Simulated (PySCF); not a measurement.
**Working out the ionisation energy of Br⁺**

Br⁺ [Ar] 3d10 4s2 4p4 (3P) → Br²⁺ [Ar] 3d10 4s2 4p3 (4S). Computed with PySCF 2.14 in aug-cc-pVDZ-DK (6s5p3d, 36 functions), with the spin-free X2C one-electron Hamiltonian (Gaussian nucleus). Frozen: [Ar] 3d10. Energies in hartree (1 hartree = 27.21139 eV):

```tsv
part	Br⁺ (lower)	Br²⁺ (upper)
UHF	-2603.903970	-2603.161868
CCSD correlation	-0.089364	-0.071594
(T)	-0.001106	-0.000644
```

Problem. What does Hartree-Fock give?

Solution. (-2603.161868) − (-2603.903970) = 0.742102 hartree = 20.194 eV.

Problem. What do CCSD and CCSD(T) give?

Solution. The CCSD correlation energies differ by 0.017770 hartree = 0.484 eV and the triples by 0.000462 hartree = 0.013 eV, so CCSD gives 20.678 eV and CCSD(T) 20.691 eV.

Measured between the centres of the two terms (NIST): 21.409 eV, so CCSD(T) (valence) is off by -0.718 eV.

A double-zeta basis recovers only part of the correlation energy.

What remains against the reference includes basis incompleteness, the frozen core and higher excitations.
